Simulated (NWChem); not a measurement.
System: C$_{2}$H$_{4}$BFO$_{2}$; SMILES O=CB(F)CO

Output (shortened):

```
             Northwest Computational Chemistry Package (NWChem) 7.3.0
             --------------------------------------------------------

                             Geometry "geometry" -> ""
                             -------------------------

 Output coordinates in angstroms (scale by  1.889725989 to convert to a.u.)

  No.       Tag          Charge          X              Y              Z
 ---- ---------------- ---------- -------------- -------------- --------------
    1 O                    8.0000    -0.93662900    -2.13037700     0.22132500
    2 C                    6.0000     0.17942500    -1.63638300     0.27137800
    3 B                    5.0000     0.39447500    -0.04335100     0.16813700
    4 F                    9.0000     1.63857100     0.40754400     0.22719200
    5 C                    6.0000    -0.83958100     0.90766600     0.00491400
    6 O                    8.0000    -0.44379600     2.26847300    -0.06899300
    7 H                    1.0000     1.07042700    -2.29997500     0.39114600
    8 H                    1.0000    -1.52849100     0.70739300     0.84779300
    9 H                    1.0000    -1.40024600     0.57563700    -0.88977100
   10 H                    1.0000    -1.24085400     2.81000000    -0.16865800

 Effective nuclear repulsion energy (a.u.)     210.1291947792

                              NWChem Property Module
                              ----------------------

  itol2e modified to match energy
  convergence criterion.

                                 NWChem DFT Module
                                 -----------------

 Summary of "ao basis" -> "ao basis" (spherical)
 ------------------------------------------------------------------------------
       Tag                 Description            Shells   Functions and Types
 ---------------- ------------------------------  ------  ---------------------
 O                          pcsseg-1                 7       17   3s3p1d
 C                          pcsseg-1                 7       17   3s3p1d
 B                          pcsseg-1                 7       17   3s3p1d
 F                          pcsseg-1                 7       17   3s3p1d
 H                          pcsseg-1                 3        5   2s1p

  itol2e modified to match energy
  convergence criterion.

[...]

          -----------------------------------------
          Chemical Shielding Tensors (GIAO, in ppm)
          -----------------------------------------

                                NWChem CPHF Module
                                ------------------

  scftype          =     RHF
  nclosed          =       23
  nopen            =        0
  variables        =     2277
  # of vectors     =        3
  tolerance        = 0.10D-03
  level shift      = 0.00D+00
  max iterations   =       50
  max subspace     =       30

 SCF residual:    7.7614353860801344E-005

Iterative solution of linear equations
  No. of variables     2277
  No. of equations        3
  Maximum subspace       30
        Iterations       50
       Convergence  1.0D-04

   iter   nsub   residual    time
   ----  ------  --------  ---------
     1      3    9.63D-01      46.4
     2      6    2.80D-01      50.9
     3      9    2.48D-02      55.4
     4     12    2.02D-03      60.0
     5     15    2.07D-04      64.5
     6     18    7.94D-06      69.0

      Atom:    1  O
        Diamagnetic
    413.4643      9.9602      0.5293
      9.9602    394.5085      0.9736
      0.5293      0.9736    397.0516

        Paramagnetic
  -2004.2105   -409.9634   -128.4971
   -409.9634  -1180.2770     58.5955
   -128.4971     58.5955     11.8159

        Total Shielding Tensor
  -1590.7462   -400.0032   -127.9678
   -400.0032   -785.7684     59.5691
   -127.9678     59.5691    408.8675

           isotropic =    -655.8824
          anisotropy =   -1656.0855

          Principal Components and Axis System
                 1           2           3
            -1759.9394   -631.0986    423.3908

      1         0.9251     -0.3716     -0.0780
      2         0.3771      0.9231      0.0748
      3         0.0442     -0.0986      0.9941

      Atom:    2  C
        Diamagnetic
    260.7654      6.1976      1.3528
      6.1976    259.5305     -1.1802
      1.3528     -1.1802    237.6377

        Paramagnetic
   -422.2699      3.1027    -22.0952
      3.1027   -361.6987     16.6473
    -22.0952     16.6473   -146.9196

        Total Shielding Tensor
   -161.5045      9.3003    -20.7424
      9.3003   -102.1683     15.4670
    -20.7424     15.4670     90.7181

           isotropic =     -57.6515
          anisotropy =    -161.0037

          Principal Components and Axis System
                 1           2           3
             -164.9873   -101.4804     93.5131

      1         0.9818      0.1732     -0.0781
      2        -0.1675      0.9830      0.0749
      3         0.0898     -0.0604      0.9941

      Atom:    3  B
        Diamagnetic
    194.5692     -2.2773      1.8745
     -2.2773    199.3207     -2.2317
      1.8745     -2.2317    172.0981

        Paramagnetic
   -120.4830    -24.7359     -0.8393
    -24.7359   -171.6252      4.8636
     -0.8393      4.8636    -82.6785

        Total Shielding Tensor
     74.0861    -27.0132      1.0352
    -27.0132     27.6955      2.6319
      1.0352      2.6319     89.4196

           isotropic =      63.7337
          anisotropy =      38.7022

          Principal Components and Axis System
                 1           2           3
               89.5352     86.4879     15.1781

      1        -0.0313      0.9083      0.4171
      2         0.0561     -0.4150      0.9081
      3         0.9979      0.0518     -0.0380

      Atom:    4  F
        Diamagnetic
    485.4647      9.2196      1.0856
      9.2196    464.3010      0.4916
      1.0856      0.4916    461.7357

[...]
```

Level: PBE0/pcSseg-1, GIAO. Structure relaxed at the B3LYP/6-31G* (spherical d) level. The output numbers the shielded atoms by their place in the input's list. The printed shielding anisotropy is the first printed principal value minus the mean of the other two.

Reconstruct the input file.

One answer among several that fit: the input that was run:
```
start job
memory heap 200 mb stack 900 mb global 1100 mb
geometry units angstroms noautosym nocenter noautoz
  O     -0.936629    -2.130377     0.221325
  C      0.179425    -1.636383     0.271378
  B      0.394475    -0.043351     0.168137
  F      1.638571     0.407544     0.227192
  C     -0.839581     0.907666     0.004914
  O     -0.443796     2.268473    -0.068993
  H      1.070427    -2.299975     0.391146
  H     -1.528491     0.707393     0.847793
  H     -1.400246     0.575637    -0.889771
  H     -1.240854     2.810000    -0.168658
end
basis spherical
  * library pcsseg-1
end
dft
  xc pbe0
  iterations 150
end
property
  shielding 9 1 2 3 4 5 6 7 8 10
end
task dft property
```
